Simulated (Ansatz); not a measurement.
**Nudged elastic band run: C2H6AlNOS**

Input:

```yaml
crystal:
  periodic: [false, false, false]
  atoms:
    - { symbol: C, position_ang: [-0.991179, -1.883683, -0.956527] }
    - { symbol: S, position_ang: [-1.435522, -0.107897, -1.070858] }
    - { symbol: Al, position_ang: [0.137205, 0.755831, 0.190424] }
    - { symbol: "N", position_ang: [1.338397, -0.294096, 0.98942] }
    - { symbol: C, position_ang: [0.147751, 2.766979, 0.392191] }
    - { symbol: O, position_ang: [-0.732797, 3.385649, -0.171676] }
    - { symbol: H, position_ang: [-1.683989, -2.42778, -1.61339] }
    - { symbol: H, position_ang: [0.035155, -2.067753, -1.30501] }
    - { symbol: H, position_ang: [-1.111324, -2.262046, 0.068544] }
    - { symbol: H, position_ang: [1.370403, -1.306753, 0.937516] }
    - { symbol: H, position_ang: [2.091874, 0.040449, 1.580594] }
    - { symbol: H, position_ang: [0.911125, 3.345901, 0.992772] }
basis:
  gaussian: { orbitals: cc-pVDZ }
hamiltonian:
  xc: pbe0
  dispersion: d4
neb:
  order_check: false
  images: 2
  f_tol: 0.05
  max_iterations: 60
  climbing: true
  final_atoms:
    - { symbol: C, position_ang: [-0.67675666, -1.86509675, -0.63431925] }
    - { symbol: S, position_ang: [-0.87892474, -0.08200076, -0.97679627] }
    - { symbol: Al, position_ang: [0.95123878, 0.74732539, 0.40786393] }
    - { symbol: "N", position_ang: [1.8990128, -0.66609748, 0.5309245] }
    - { symbol: C, position_ang: [0.14521029, 2.61555786, 0.53794571] }
    - { symbol: O, position_ang: [-0.93657096, 2.75236621, -0.00403228] }
    - { symbol: H, position_ang: [-0.950312, -2.42586453, -1.53636712] }
    - { symbol: H, position_ang: [0.38881599, -1.9704817, -0.35310632] }
    - { symbol: H, position_ang: [-1.31539812, -2.15285147, 0.20937059] }
    - { symbol: H, position_ang: [-1.9527552, 0.22161817, -0.20944601] }
    - { symbol: H, position_ang: [2.80115462, -0.73076507, 1.00193397] }
    - { symbol: H, position_ang: [0.60238421, 3.50109114, 1.06002855] }
  initial_path:
    images:
      - { positions_ang: [[-0.991179, -1.883683, -0.956527], [-1.435522, -0.107897, -1.070858], [0.137205, 0.755831, 0.190424], [1.338397, -0.294096, 0.98942], [0.147751, 2.766979, 0.392191], [-0.732797, 3.385649, -0.171676], [-1.683989, -2.42778, -1.61339], [0.035155, -2.067753, -1.30501], [-1.111324, -2.262046, 0.068544], [1.370403, -1.306753, 0.937516], [2.091874, 0.040449, 1.580594], [0.911125, 3.345901, 0.992772]] }
      - { positions_ang: [[-1.07692213, -1.70434403, -0.81716999], [-0.57312667, -0.38984493, -1.58157019], [0.53009401, 0.70265111, -0.030553], [2.06772693, -0.04174522, 0.81182179], [-0.04215122, 2.45425692, 0.45491402], [-1.0249047, 2.92415685, -0.07776311], [-1.70286787, -2.3305647, -1.46044614], [-0.31585918, -2.10754317, -0.47715352], [-1.62583405, -1.37093405, -0.07665699], [1.2405353, -1.15020828, 0.37516741], [2.09608403, -0.07670181, 1.68678782], [0.50432454, 3.03562232, 1.2266219]] }
      - { positions_ang: [[-0.97211468, -1.69814861, -0.7097674], [-0.38759425, -0.38121286, -1.55021628], [0.80143861, 0.69981591, 0.04192698], [2.25459886, -0.16574571, 0.65898995], [-0.04299812, 2.40378321, 0.50349892], [-1.09282935, 2.71306258, -0.02188187], [-1.45830887, -2.32992621, -1.43477185], [-0.19797218, -2.0751194, -0.15985229], [-1.69385875, -1.33453588, -0.02971479], [0.1328159, -0.64075123, -0.00715326], [2.3325109, -0.33377316, 1.49390114], [0.40141094, 3.08735236, 1.24904075]] }
      - { positions_ang: [[-0.67675666, -1.86509675, -0.63431925], [-0.87892474, -0.08200076, -0.97679627], [0.95123878, 0.74732539, 0.40786393], [1.8990128, -0.66609748, 0.5309245], [0.14521029, 2.61555786, 0.53794571], [-0.93657096, 2.75236621, -0.00403228], [-0.950312, -2.42586453, -1.53636712], [0.38881599, -1.9704817, -0.35310632], [-1.31539812, -2.15285147, 0.20937059], [-1.9527552, 0.22161817, -0.20944601], [2.80115462, -0.73076507, 1.00193397], [0.60238421, 3.50109114, 1.06002855]] }
```

Run as:

```bash
$ ansatz run input.yaml --threads 2 --pin off --max-ram 3072MiB --backend cpu --events-out ev --progress --plain --runs-dir out
```

Output, in part (warnings, iteration lines, the closing report on the highest movable image, with atoms numbered from 0):

```
NEB end point (image 0): max|allowed force component| = 1.803e-2 eV/Å (the criterion of neb.relax_end_points is 1.000e-2)
NEB end point (image 3): max|allowed force component| = 1.478e-2 eV/Å (the criterion of neb.relax_end_points is 1.000e-2)
NEB iter   1: max|band force component| = 1.343e1 eV/Å  barrier→ = 7.6479 eV  barrier← = 4.8007 eV  Δτ_max = 0.2000 Å  (128 SCF iters)
NEB iter   2: max|band force component| = 3.491e0 eV/Å  barrier→ = 5.8512 eV  barrier← = 3.0041 eV  Δτ_max = 0.2000 Å  (81 SCF iters)
NEB iter   3: max|band force component| = 1.216e1 eV/Å  barrier→ = 5.1120 eV  barrier← = 2.2648 eV  Δτ_max = 0.0992 Å  (79 SCF iters)
NEB iter   4: max|band force component| = 3.172e0 eV/Å  barrier→ = 4.7145 eV  barrier← = 1.8674 eV  Δτ_max = 0.1944 Å  (68 SCF iters)
NEB iter   5: max|band force component| = 1.331e0 eV/Å  barrier→ = 4.2521 eV  barrier← = 1.4050 eV  Δτ_max = 0.1956 Å  (72 SCF iters)
NEB iter   6: max|band force component| = 1.624e0 eV/Å  barrier→ = 4.3627 eV  barrier← = 1.5156 eV  Δτ_max = 0.1026 Å  (79 SCF iters)
NEB iter   7: max|band force component| = 1.050e0 eV/Å  barrier→ = 3.9433 eV  barrier← = 1.0962 eV  Δτ_max = 0.1010 Å  (68 SCF iters)
NEB iter   8: max|band force component| = 6.196e-1 eV/Å  barrier→ = 3.7705 eV  barrier← = 0.9234 eV  Δτ_max = 0.1001 Å  (67 SCF iters)
NEB iter   9: max|band force component| = 5.451e-1 eV/Å  barrier→ = 3.6364 eV  barrier← = 0.7893 eV  Δτ_max = 0.1000 Å  (67 SCF iters)
NEB iter  10: max|band force component| = 5.598e-1 eV/Å  barrier→ = 3.5327 eV  barrier← = 0.6856 eV  Δτ_max = 0.1000 Å  (68 SCF iters)
NEB iter  11: max|band force component| = 7.457e-1 eV/Å  barrier→ = 3.4539 eV  barrier← = 0.6068 eV  Δτ_max = 0.0990 Å  (68 SCF iters)
NEB iter  12: max|band force component| = 5.750e-1 eV/Å  barrier→ = 3.3674 eV  barrier← = 0.5203 eV  CI = image 2  Δτ_max = 0.1984 Å  (67 SCF iters)
NEB iter  13: max|band force component| = 1.013e0 eV/Å  barrier→ = 3.3443 eV  barrier← = 0.4972 eV  CI = image 2  Δτ_max = 0.1000 Å  (66 SCF iters)
NEB iter  14: max|band force component| = 1.137e0 eV/Å  barrier→ = 3.2875 eV  barrier← = 0.4404 eV  CI = image 2  Δτ_max = 0.1997 Å  (66 SCF iters)
NEB iter  15: max|band force component| = 1.146e0 eV/Å  barrier→ = 3.2070 eV  barrier← = 0.3599 eV  CI = image 2  Δτ_max = 0.1971 Å  (68 SCF iters)
NEB iter  16: max|band force component| = 1.404e0 eV/Å  barrier→ = 3.2148 eV  barrier← = 0.3677 eV  CI = image 2  Δτ_max = 0.1966 Å  (65 SCF iters)
NEB iter  17: max|band force component| = 1.463e0 eV/Å  barrier→ = 3.2713 eV  barrier← = 0.4242 eV  CI = image 2  Δτ_max = 0.1962 Å  (67 SCF iters)
NEB iter  18: max|band force component| = 1.092e0 eV/Å  barrier→ = 3.2544 eV  barrier← = 0.4073 eV  CI = image 2  Δτ_max = 0.1978 Å  (69 SCF iters)
NEB iter  19: max|band force component| = 5.278e-1 eV/Å  barrier→ = 3.1869 eV  barrier← = 0.3398 eV  CI = image 2  Δτ_max = 0.1993 Å  (71 SCF iters)
NEB iter  20: max|band force component| = 1.044e0 eV/Å  barrier→ = 3.1361 eV  barrier← = 0.2890 eV  CI = image 2  Δτ_max = 0.1004 Å  (74 SCF iters)
NEB iter  21: max|band force component| = 5.144e-1 eV/Å  barrier→ = 3.1064 eV  barrier← = 0.2593 eV  CI = image 2  Δτ_max = 0.1616 Å  (67 SCF iters)
NEB iter  22: max|band force component| = 2.502e-1 eV/Å  barrier→ = 3.0644 eV  barrier← = 0.2173 eV  CI = image 2  Δτ_max = 0.1643 Å  (67 SCF iters)
NEB iter  23: max|band force component| = 5.769e-1 eV/Å  barrier→ = 3.0445 eV  barrier← = 0.1973 eV  CI = image 2  Δτ_max = 0.0842 Å  (65 SCF iters)
NEB iter  24: max|band force component| = 9.450e-1 eV/Å  barrier→ = 3.0649 eV  barrier← = 0.2178 eV  CI = image 2  Δτ_max = 0.0838 Å  (69 SCF iters)
NEB iter  25: max|band force component| = 1.042e0 eV/Å  barrier→ = 3.0693 eV  barrier← = 0.2222 eV  CI = image 2  Δτ_max = 0.1018 Å  (66 SCF iters)
NEB iter  26: max|band force component| = 5.866e-1 eV/Å  barrier→ = 3.0475 eV  barrier← = 0.2004 eV  CI = image 2  Δτ_max = 0.1645 Å  (70 SCF iters)
NEB iter  27: max|band force component| = 2.705e-1 eV/Å  barrier→ = 3.0321 eV  barrier← = 0.1850 eV  CI = image 2  Δτ_max = 0.1130 Å  (67 SCF iters)
NEB iter  28: max|band force component| = 2.412e-1 eV/Å  barrier→ = 3.0226 eV  barrier← = 0.1755 eV  CI = image 2  Δτ_max = 0.0525 Å  (68 SCF iters)
NEB iter  29: max|band force component| = 2.880e-1 eV/Å  barrier→ = 3.0181 eV  barrier← = 0.1710 eV  CI = image 2  Δτ_max = 0.0264 Å  (61 SCF iters)
NEB iter  30: max|band force component| = 2.741e-1 eV/Å  barrier→ = 3.0157 eV  barrier← = 0.1686 eV  CI = image 2  Δτ_max = 0.0527 Å  (70 SCF iters)
NEB iter  31: max|band force component| = 1.952e-1 eV/Å  barrier→ = 3.0103 eV  barrier← = 0.1631 eV  CI = image 2  Δτ_max = 0.1052 Å  (68 SCF iters)
NEB iter  32: max|band force component| = 1.376e-1 eV/Å  barrier→ = 3.0025 eV  barrier← = 0.1554 eV  CI = image 2  Δτ_max = 0.0700 Å  (66 SCF iters)
NEB iter  33: max|band force component| = 1.253e-1 eV/Å  barrier→ = 2.9971 eV  barrier← = 0.1500 eV  CI = image 2  Δτ_max = 0.0351 Å  (67 SCF iters)
NEB iter  34: max|band force component| = 1.109e-1 eV/Å  barrier→ = 2.9948 eV  barrier← = 0.1477 eV  CI = image 2  Δτ_max = 0.0351 Å  (69 SCF iters)
NEB iter  35: max|band force component| = 1.663e-1 eV/Å  barrier→ = 2.9931 eV  barrier← = 0.1460 eV  CI = image 2  Δτ_max = 0.0351 Å  (67 SCF iters)
NEB iter  36: max|band force component| = 2.020e-1 eV/Å  barrier→ = 2.9916 eV  barrier← = 0.1445 eV  CI = image 2  Δτ_max = 0.0351 Å  (67 SCF iters)
NEB iter  37: max|band force component| = 2.197e-1 eV/Å  barrier→ = 2.9898 eV  barrier← = 0.1427 eV  CI = image 2  Δτ_max = 0.0704 Å  (67 SCF iters)
NEB iter  38: max|band force component| = 3.780e-1 eV/Å  barrier→ = 2.9897 eV  barrier← = 0.1426 eV  CI = image 2  Δτ_max = 0.0351 Å  (66 SCF iters)
NEB iter  39: max|band force component| = 3.195e-1 eV/Å  barrier→ = 2.9872 eV  barrier← = 0.1401 eV  CI = image 2  Δτ_max = 0.0700 Å  (67 SCF iters)
NEB iter  40: max|band force component| = 4.172e-1 eV/Å  barrier→ = 2.9930 eV  barrier← = 0.1458 eV  CI = image 2  Δτ_max = 0.0351 Å  (67 SCF iters)
NEB iter  41: max|band force component| = 3.288e-1 eV/Å  barrier→ = 2.9884 eV  barrier← = 0.1413 eV  CI = image 2  Δτ_max = 0.0351 Å  (69 SCF iters)
NEB iter  42: max|band force component| = 2.337e-1 eV/Å  barrier→ = 2.9843 eV  barrier← = 0.1372 eV  CI = image 2  Δτ_max = 0.0640 Å  (68 SCF iters)
NEB iter  43: max|band force component| = 1.758e-1 eV/Å  barrier→ = 2.9819 eV  barrier← = 0.1348 eV  CI = image 2  Δτ_max = 0.0704 Å  (70 SCF iters)
NEB iter  44: max|band force component| = 3.800e-1 eV/Å  barrier→ = 2.9853 eV  barrier← = 0.1382 eV  CI = image 2  Δτ_max = 0.0351 Å  (68 SCF iters)
NEB iter  45: max|band force component| = 3.427e-1 eV/Å  barrier→ = 2.9856 eV  barrier← = 0.1385 eV  CI = image 2  Δτ_max = 0.0705 Å  (69 SCF iters)
NEB iter  46: max|band force component| = 4.209e-1 eV/Å  barrier→ = 2.9896 eV  barrier← = 0.1425 eV  CI = image 2  Δτ_max = 0.0701 Å  (69 SCF iters)
NEB iter  47: max|band force component| = 1.134e-1 eV/Å  barrier→ = 2.9874 eV  barrier← = 0.1403 eV  CI = image 2  Δτ_max = 0.1211 Å  (69 SCF iters)
NEB iter  48: max|band force component| = 2.419e-1 eV/Å  barrier→ = 2.9897 eV  barrier← = 0.1425 eV  CI = image 2  Δτ_max = 0.0601 Å  (67 SCF iters)
NEB iter  49: max|band force component| = 2.282e-1 eV/Å  barrier→ = 2.9850 eV  barrier← = 0.1378 eV  CI = image 2  Δτ_max = 0.0554 Å  (67 SCF iters)
NEB iter  50: max|band force component| = 1.223e-1 eV/Å  barrier→ = 2.9811 eV  barrier← = 0.1340 eV  CI = image 2  Δτ_max = 0.0606 Å  (69 SCF iters)
NEB iter  51: max|band force component| = 1.462e-1 eV/Å  barrier→ = 2.9812 eV  barrier← = 0.1341 eV  CI = image 2  Δτ_max = 0.0443 Å  (68 SCF iters)
NEB iter  52: max|band force component| = 1.197e-1 eV/Å  barrier→ = 2.9748 eV  barrier← = 0.1277 eV  CI = image 2  Δτ_max = 0.0573 Å  (69 SCF iters)
NEB iter  53: max|band force component| = 1.202e-1 eV/Å  barrier→ = 2.9728 eV  barrier← = 0.1257 eV  CI = image 2  Δτ_max = 0.0269 Å  (66 SCF iters)
NEB iter  54: max|band force component| = 5.578e-2 eV/Å  barrier→ = 2.9708 eV  barrier← = 0.1237 eV  CI = image 2  Δτ_max = 0.0134 Å  (67 SCF iters)
NEB iter  55: max|band force component| = 4.052e-2 eV/Å  barrier→ = 2.9713 eV  barrier← = 0.1242 eV  CI = image 2  Δτ_max = 0.0000 Å  (126 SCF iters)
Total energy: -23126.53465770 eV, -849.8844729422 hartree
Atom 0 at    -0.735361    -1.693998    -0.801241 Å, force     0.001283    -0.011780    -0.013197 eV/Å
Atom 1 at    -1.430631    -0.309079     0.167970 Å, force     0.033682     0.031003    -0.019580 eV/Å
Atom 2 at     0.756046     0.783386     0.569720 Å, force     0.043026    -0.000927    -0.029603 eV/Å
Atom 3 at     1.681164    -0.616308     0.895877 Å, force    -0.034208     0.009215     0.006360 eV/Å
Atom 4 at     0.225078     2.678751     0.032421 Å, force     0.012616    -0.022839     0.027397 eV/Å
Atom 5 at    -0.840412     2.821594    -0.531423 Å, force    -0.016888     0.010708     0.013448 eV/Å
Atom 6 at    -0.600581    -1.310811    -1.821476 Å, force    -0.013477    -0.009351     0.000847 eV/Å
Atom 7 at     0.239872    -1.938608    -0.349464 Å, force    -0.004901    -0.010890    -0.004157 eV/Å
Atom 8 at    -1.454744    -2.522714    -0.805340 Å, force     0.019292    -0.007941     0.009741 eV/Å
Atom 9 at    -1.326782    -0.921652     1.374013 Å, force    -0.034006    -0.008928     0.019415 eV/Å
Atom 10 at     2.679279    -0.604771     1.110537 Å, force    -0.002692     0.008859    -0.001030 eV/Å
Atom 11 at     0.884170     3.579012     0.192406 Å, force    -0.003727     0.012870    -0.009642 eV/Å
Dipole moment:    -0.298088    -0.195253    -0.033158 e Å
```

The forces met the threshold. Neighbouring images differ by up to 2.7 eV, so the band resolves the path poorly. The order of the stationary point at the top wasn't checked. So few images can step over the top or miss a turn of the path. The orbitals stay closed-shell, which can raise the energy where a bond breaks towards radicals; this wasn't checked here.

Final band (atoms are numbered from 1 in the order of the input):

```tsv
image	path coordinate (Å)	energy (eV)	N4–H10 (Å)	S2–H10 (Å)
0	0.00	0.00	1.01	3.65
1	2.40	0.27	1.02	3.13
2	4.81	2.97	3.06	1.36
3	8.00	2.85	4.02	1.35
```

Time of the run: 2.9 min on 2 threads of AMD EPYC 9R45 96-Core Processor (Zen 5), with other jobs on the host, peak memory 0.35 GiB.
